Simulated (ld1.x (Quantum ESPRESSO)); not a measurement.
**Zn, RRKJ: configuration errors across variants**

```
Element                 : zinc (Zn)
Generator               : ld1.x (Quantum ESPRESSO) 7.5
Type                    : norm-conserving RRKJ (Kleinman–Bylander form)
Functional              : PW91
Relativity              : fully relativistic
Frozen core             : [Ar]
Valence charge          : 12
Reference configuration : 3d10 4s1.75 4p0.25
Partial waves           : 4s (bound): rc 1.80 bohr; 4p (bound): rc 2.70 bohr; 3d (bound): rc 1.45 bohr
Local potential         : the d channel
Core correction         : a·sin(br)/r model core, default radius (core density twice the valence density)
rho0                    : 0.02
```

Open shells are filled in proportion to 2j + 1 (rel_dist='average').

All-electron excitation energies from the reference (eV): (1) 3d10 4s2 4p0 -1.230; (2) 3d10 4s1 4p0 8.732; (3) 3d10 4s0 4p0 27.244; (4) 3d9 4s0 4p0 67.897; (5) 3d8 4s0 4p0 129.840.

The default core radius of the base comes out at 0.33 bohr.

Tests that are not counted but printed errors over 1 eV. “base”: 3d10 4s0 4p2 (solver errors, printed error -11.5 eV); 3d9 4s2 4p1 (solver errors, printed error -3.1 eV). “core correction none”: 3d10 4s0 4p2 (solver errors, printed error -11.5 eV). “core correction a·sin(br)/r model core inside 0.62 bohr”: 3d10 4s0 4p2 (solver errors, printed error -11.5 eV); 3d9 4s2 4p1 (solver errors, printed error -3.1 eV). “core correction a·sin(br)/r model core inside 0.90 bohr”: 3d10 4s0 4p2 (solver errors, printed error -11.5 eV); 3d9 4s2 4p1 (solver errors, printed error -3.1 eV). “core correction a·sin(br)/r model core inside 1.02 bohr”: 3d10 4s0 4p2 (solver errors, printed error -11.5 eV); 3d9 4s2 4p1 (solver errors, printed error -3.1 eV).

A true bound ghost makes a file unfit for plane-wave use even where its test errors are small: the radial tests pick states by their node count and pass the ghost by. Where a test does run into it, the solver fails or the error is huge.

Errors AE − PS in meV (a dash: test not solved or not reliable):

| change | (1) | (2) | (3) | (4) | (5) | bound ghosts |
| --- | --- | --- | --- | --- | --- | --- |
| base | -0.1 | -2.9 | -24 | -197 | -1013 | s, p3/2, p1/2 |
| core correction none | +0.1 | +2.0 | +34 | -16 | -524 | s, p3/2, p1/2 |
| core correction a·sin(br)/r model core inside 0.62 bohr | -0.1 | -2.9 | -24 | -197 | -1014 | s, p3/2, p1/2 |
| core correction a·sin(br)/r model core inside 0.90 bohr | -0.1 | -2.8 | -24 | -197 | -1004 | s, p3/2, p1/2 |
| core correction a·sin(br)/r model core inside 1.02 bohr | -0.1 | -2.7 | -23 | -195 | -988 | s, p3/2, p1/2 |
| core correction a·sin(br)/r model core inside 1.48 bohr | -0.1 | -2.0 | -17 | -162 | -841 | s, p3/2, p1/2 |
| core correction a·sin(br)/r model core inside 1.66 bohr | 0.0 | -1.6 | -11 | -135 | -759 | s, p3/2, p1/2 |

Problem. Give the same row for: core correction a·sin(br)/r model core inside 1.26 bohr.

Solution. -0.1, -2.4, -21, -185, -928; bound ghosts: s, p3/2, p1/2. Not counted: 3d10 4s0 4p2 (solver errors, printed error -11.5 eV); 3d9 4s2 4p1 (solver errors, printed error -3.1 eV).
